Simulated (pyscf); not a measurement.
**H₃C–CH•–Zn–OH, doublet**

Gas-phase minimum from PySCF at ωB97X-D3(BJ)/def2-SVP, one conformer. H₃C–CH•–Zn–OH lies 6.4 kcal/mol over its isomer [H₃C–CH₂–O–Zn]• (electronic energy, ωB97M-D3(BJ)/def2-TZVP). 

SMILES: C[CH][Zn][OH]
```xyz
9

C     -1.4973    -0.2856    -2.6242
C     -0.6585    -0.2530    -1.3817
Zn    -0.8501    -1.3376     0.1669
O     -1.0894    -2.2694     1.6613
H     -2.3271    -1.0080    -2.5773
H     -1.9358     0.7083    -2.8400
H     -0.8880    -0.5407    -3.5138
H      0.1539     0.4888    -1.4201
H     -0.6310    -3.1130     1.7242
```
Charge 0, spin multiplicity 2.

Bond lengths (Å): C1–C2 1.499, C1–H5 1.101, C1–H6 1.107, C1–H7 1.108, C2–Zn3 1.900, C2–H8 1.101, Zn3–O4 1.777, O4–H9 0.962. Angles (°): C2–C1–H5 113.6, C2–C1–H6 111.3, C2–C1–H7 111.3, H5–C1–H6 107.4, H5–C1–H7 107.3, H6–C1–H7 105.5, C1–C2–Zn3 127.3, C1–C2–H8 113.5, Zn3–C2–H8 119.2, C2–Zn3–O4 176.4, Zn3–O4–H9 116.8.

Properties at ωB97X-D3(BJ)/def2-SVP:

```json
{
 "harmonic_wavenumbers_unscaled": "84, 88, 110, 149, 270, 517, 539, 670, 732, 945, 968, 1129, 1288, 1383, 1462, 1470, 3014, 3075, 3137, 3150, 3928 cm⁻¹",
 "zero_point_energy": "40.2 kcal/mol",
 "rotational_symmetry_number": "1",
 "Entropy of this conformer at 298 K and 1 atm, rigid rotor and harmonic oscillator, modes under 100 cm⁻¹ raised to 100": "347.8 J/(mol K)",
 "dipole_moment": "1.93 D",
 "Spin expectation value S2": "0.754"
}
```

Single-point totals, which compare only within one level:

| level | total energy (hartree) |
|---|---|
| ωB97X-D3(BJ)/def2-TZVP | -1933.87616 |
| PBE/def2-TZVP | -1933.40201 |
| r²SCAN/def2-TZVP | -1933.76221 |
| B3LYP-D3(BJ)/def2-TZVP | -1933.92510 |
| PBE0-D3(BJ)/def2-TZVP | -1933.43423 |
| M06-2X/def2-TZVP | -1933.75747 |
| ωB97M-D3(BJ)/def2-TZVP | -1933.92166 |

Soft torsions are taken as harmonic, which can shift the entropy by several J/(mol K). Elements up to Kr have no core potential and no relativistic terms here.
